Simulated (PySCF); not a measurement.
Al(H)(Vi)(OEt), SMILES C=[CH][AlH][O]CC, singlet, GFN2-xTB optimised geometry.

```
15

Al    -0.72     1.68     0.00
H     -1.52     2.99     0.00
C      1.27     1.68     0.00
C      1.98     0.56     0.01
H      1.82     2.62    -0.01
H      3.07     0.53     0.01
H      1.50    -0.41     0.02
O     -1.66     0.33     0.00
C     -2.38    -0.86     0.00
C     -1.46    -2.07     0.08
H     -3.07    -0.86     0.86
H     -2.99    -0.92    -0.91
H     -0.87    -2.02     0.99
H     -2.05    -2.99     0.09
H     -0.79    -2.09    -0.77
```

Density from PBE0/def2-TZVP in PySCF at that geometry.

Minimum of the electron density along straight lines between bonded atoms, close to the bond critical point (lines longer than 1.1 times the sum of covalent radii, or with two minima, are not listed):

```
bond     length / Å  ρ at the minimum / e bohr⁻³  ∇²ρ there / e bohr⁻⁵  position (fraction from the first atom)
-------  ----------  ---------------------------  --------------------  ---------------------------------------
Al1–H2        1.533                   (withheld)                  0.25                                     0.51
Al1–C3        1.987                        0.082                  0.24                                     0.40
C3–C4         1.332                   (withheld)                 -1.07                                     0.49
C3–H5         1.091                        0.277                 -0.95                                     0.64
C4–H6         1.084                        0.285                 -1.01                                     0.64
C4–H7         1.082                        0.286                 -1.02                                     0.64
Al1–O8        1.645                        0.113            (withheld)                                     0.44
O8–C9         1.398                        0.258                 -0.41                                     0.66
C9–C10        1.524                        0.252                 -0.64                                     0.51
C9–H11        1.097                        0.284                 -1.00                                     0.64
C9–H12        1.097                        0.284                 -1.00                                     0.64
C10–H13       1.088                        0.279                 -0.96                                     0.64
C10–H14       1.087                        0.279                 -0.95                                     0.64
C10–H15       1.088                        0.279                 -0.96                                     0.64
```

Q: Some entries are withheld; supply them.

A: 
- Al1–H2, ρ at the minimum / e bohr⁻³: 0.090
- C3–C4, ρ at the minimum / e bohr⁻³: 0.350
- Al1–O8, ∇²ρ there / e bohr⁻⁵: 0.98
